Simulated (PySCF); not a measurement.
Re2O7 at several levels of theory

Computed with PySCF 2.14.0 (density fitting, no spin-orbit coupling) at the geometry relaxed with PBE0:

```xyz
9
Re2O7 (singlet)
Re   -0.0358    0.4698    1.8181
Re   -0.0358   -0.4698   -1.8181
O    -0.0394    0.0000    0.0000
O    -1.2803    1.5666    2.1465
O    -1.2803   -1.5666   -2.1465
O     1.4357    1.1889    2.2383
O    -0.2584   -0.9006    2.7833
O    -0.2584    0.9006   -2.7833
O     1.4357   -1.1889   -2.2383
```

```csv
level,basis,state,HOMO (eV),gap (eV),charge on Re1 (e),dipole about the centre of mass (D),largest force component (eV/Å)
PBE0,"Re def2-SVP with ECP60, O def2-SVP",singlet,-10.38,6.45,1.37,0.01,0.01
B3LYP,the same,singlet,-10.03,5.96,1.32,0.01,0.72
PBE0,"Re def2-TZVP with ECP60, O def2-TZVP",singlet,-10.31,6.40,1.59,0.01,0.08
```

Charges are Mulliken's, which hang on the basis. The relaxation used the grid (50, 194), these runs (75, 302) or, all-electron (x2c bases, spin-free X2C Hamiltonian), (99, 590).

Question: A further run in the first row's basis gives HOMO (eV) -11.74, gap (eV) 8.89, charge on Re1 (e) 1.32, dipole about the centre of mass (D) 0.01, largest force component (eV/Å) 0.27. Which level was it?
A. revPBE
B. wB97X
C. CAM-B3LYP

Answer: C. The others give HOMO -8.56 eV (revPBE); -12.76 eV (wB97X).

In the first row's basis the gap widens with exact exchange: 4.2 eV for revPBE (none); 6.0 to 6.4 eV for B3LYP, PBE0 (a fixed share); 8.9 to 10.9 eV for CAM-B3LYP, wB97X (rising or full at long range).

No frequency check is given that shows the relaxed geometry to be a minimum, and it was reached by following one of several unstable modes of a saddle point. No other spin state of this charge was computed.
